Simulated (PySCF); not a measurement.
An element was calculated at PBE (PySCF 2.14, spin-free X2C, a quadruple-zeta basis, no spin-orbit coupling), in the ground configurations that NIST lists.

```
electron affinity          : 0.544 eV
first ionisation energy    : 5.600 eV
second ionisation energy   : 18.975 eV
third ionisation energy    : 28.565 eV
polarisability of the atom : 80.1 bohr³
```

**Question.** Which element is it?

**Answer.** Indium (In, Z = 49), in x2c-QZVPPall with one added diffuse shell each of s, p, d, f type. NIST lists 5.786, 18.870, 28.044 eV for these ionisation energies.
